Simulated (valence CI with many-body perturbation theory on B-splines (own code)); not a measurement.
Which ion has this spectrum?

A relativistic CI+MBPT calculation for an atom or ion with 15 electrons gives these levels (cm⁻¹):

| J | Parity | E | g |
| --- | --- | --- | --- |
| 3/2 | odd | 0 | 1.67 |
| 3/2 | odd | 97297 | 1.21 |
| 5/2 | odd | 131663 | 1.20 |
| 1/2 | odd | 181491 | 0.66 |
| 3/2 | odd | 269350 | 1.24 |
| 5/2 | even | 576160 | 1.56 |
| 3/2 | even | 640013 | 1.57 |
| 1/2 | even | 654058 | 2.54 |
| 3/2 | even | 717059 | 1.04 |
| 5/2 | even | 753287 | 1.23 |
| 3/2 | even | 781821 | 0.69 |
| 3/2 | even | 810055 | 1.08 |
| 5/2 | even | 811465 | 1.14 |
| 1/2 | even | 815190 | 1.10 |

The energies are calculated, with errors of perhaps 400 cm⁻¹, more in some levels.

Task: Which is it?
A. Kr21+
B. Br20+
C. Y24+
D. Sr23+

Result: D. Sr23+, ground level 3s²3p³ ⁴S°_3/2.
